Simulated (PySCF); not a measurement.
**Vertical excitation energies**

Compound: C₅H₇F₃Se.
Geometry (PBE0-D3(BJ)/def2-SVP, Å), atoms numbered from 1 in this order:
```xyz
16
C5H7F3Se angstrom
C     -2.426   -0.359    0.215
C     -1.011    0.040    0.570
C     -0.136    0.548   -0.533
Se    -0.660    0.776   -2.201
C      1.285    0.849   -0.133
C      2.204   -0.356   -0.198
F      2.272   -0.872   -1.421
F      3.439   -0.009    0.168
F      1.805   -1.334    0.628
H     -2.433   -1.168   -0.530
H     -2.961   -0.705    1.112
H     -2.980    0.486   -0.220
H     -0.469   -0.802    1.042
H     -1.010    0.824    1.353
H      1.335    1.215    0.906
H      1.720    1.607   -0.797
```

Computed with TDDFT wB97X-D/def2-SVPD, vertical, gas phase, core orbitals frozen in the response in PySCF. Relativistic effects, spin–orbit coupling among them, are left out although an element past zinc is present.

**Question.** List the vertical singlet excitations with oscillator strengths and describe the spectrum.

**Answer.** 

| state | λ (nm) | E (eV) | f | \|μ\| (D) | main configurations (H = HOMO, L = LUMO) |
| --- | --- | --- | --- | --- | --- |
| S1 | 584.3 | 2.12 | 0.0000 | 0.06 | H→L (99%) |
| S2 | 244.1 | 5.08 | 0.237 | 3.51 | H-1→L (95%) |
| S3 | 217.2 | 5.71 | 0.0017 | 0.28 | H-2→L (93%) |
| S4 | 206.3 | 6.01 | 0.032 | 1.19 | H→L+1 (59%), H→L+2 (30%) |
| S5 | 198.3 | 6.25 | 0.057 | 1.55 | H→L+2 (36%), H→L+1 (29%), H→L+5 (20%) |
| S6 | 182.1 | 6.81 | 0.0024 | 0.30 | H-4→L (91%) |
| S7 | 175.2 | 7.08 | 0.065 | 1.56 | H→L+3 (53%), H-3→L (36%) |
| S8 | 175.1 | 7.08 | 0.0078 | 0.54 | H-3→L (54%), H→L+3 (25%) |
| S9 | 173.7 | 7.14 | 0.015 | 0.73 | H→L+4 (62%), H→L+5 (11%) |
| S10 | 168.3 | 7.37 | 0.020 | 0.85 | H→L+2 (26%), H→L+5 (23%), H→L+4 (16%) |

Triplets (Tamm–Dancoff): T1 1.71 eV, H→L (99%); T2 2.61 eV, H-1→L (96%); T3 5.08 eV, H-2→L (88%); T4 5.60 eV, H→L+2 (36%), H→L+1 (28%), H→L+9 (13%).

The lowest singlet comes at 584 nm (205 kJ/mol) in the visible; it is dark (f under 0.0005); its leading configuration is HOMO→LUMO (99%). The strongest level in the table is S2 at 5.08 eV (244 nm, f = 0.237). S7/S8 lie within about 0.01 eV of each other. Löwdin shares by element: HOMO selenium 76%, carbon 11% or more; LUMO carbon 47% or more, selenium 43%. Orbital energies (eV): HOMO-3 -12.19, HOMO-2 -11.73, HOMO-1 -9.79, HOMO -8.24, LUMO -0.90, LUMO+1 1.94, LUMO+2 2.06. The oscillator strengths of these states sum to 0.438; summed over the whole spectrum of an exact calculation they would give the number of electrons, 98 (Thomas–Reiche–Kuhn). Weighted by f, the mean energy of these states is 5.82 eV. S1 lies in the visible range (380 to 750 nm), at 584 nm, dark in the vertical dipole picture (f under 0.0005); light of that wavelength is yellow, and its complementary colour is blue; a Tamm–Dancoff triplet lies at 726 nm, without intensity as long as spin–orbit coupling is left out. All these states lie below the vertical ionisation energy of 8.46 eV (ΔSCF). The window holds the lowest 10 singlets.

One conformer stands for the species.
